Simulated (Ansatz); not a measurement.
# ZnH₂, singlet: CASSCF and its corrections

Program: Ansatz, Gaussian basis, development build. Basis def2-SVP, nonrelativistic, 9 orbitals frozen in the corrections. State-specific CASSCF; RHF is the lowest restricted (open-shell) Hartree–Fock solution met. A minimal or small basis: far from the basis limit. No symmetry is imposed, so a solution can break that of the shape. Lower solutions, or ones in other orbitals, may exist.

Geometry:

```xyz
3

H     0.0000    0.0000    1.6459
Zn    0.0000    0.0000    0.0000
H     0.0000    0.0000   -1.6459
```

(1) What do CASSCF and its corrections give against RHF in CAS(4,4), and what are the occupations?

Answers

(1) CASSCF -0.831 eV, SC-NEVPT2 -8.690 eV; occupations 1.98, 1.96, 0.04, 0.02.
